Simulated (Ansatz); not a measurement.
Calculated with Ansatz (gas phase, PBE0-D4/def2-TZVP geometries, no zero-point term in ΔE). CCSD(T)/CBS adds triple-zeta CCSD(T) − MP2 to the extrapolated MP2 energy (def2 sets, frozen cores). This one scheme is used for every species. Double bonds are as drawn, so ΔE can hold a change between cis and trans. Functionals use def2-TZVPP. For Ge outer-core shells are correlated without core-valence functions, which leaves a few kJ/mol of doubt a bond. Scalar relativity is left out up to krypton. One conformer a species, not always the lowest.

Consider the formal exchange of groups at a C–Ge bond: `[SiH3]/C=[CH]/[GeH3]` + `CCl` → `[SiH3]/C=C\CCl` + GeH₄.

```tsv
species	BHLYP energy (Eh)
`[SiH3]/C=[CH]/[GeH3]`	-2447.44593
`CCl`	-500.11136
`[SiH3]/C=C\CCl`	-868.18590
GeH₄	-2079.36535
```

Work out ΔE.

ΔE = (-868.18590) + (-2079.36535) − (-2447.44593) − (-500.11136) = 0.00604 Eh = +3.8 kcal/mol. CCSD(T)/CBS gives +4.5 kcal/mol.

Largest T1 diagnostic among the species: 0.012.

At CCSD(T), def2-SVP lies −3.2 kcal/mol from the extrapolated value and def2-TZVPP −0.1 kcal/mol. Leaving LDA and LC-ωPBE aside and taking each functional with its dispersion term where it has one, the values, not all of them listed here, spread over 2.0 kcal/mol, from B97M-V to B2PLYP. LDA lies −2.9 kcal/mol from PBE without D4.
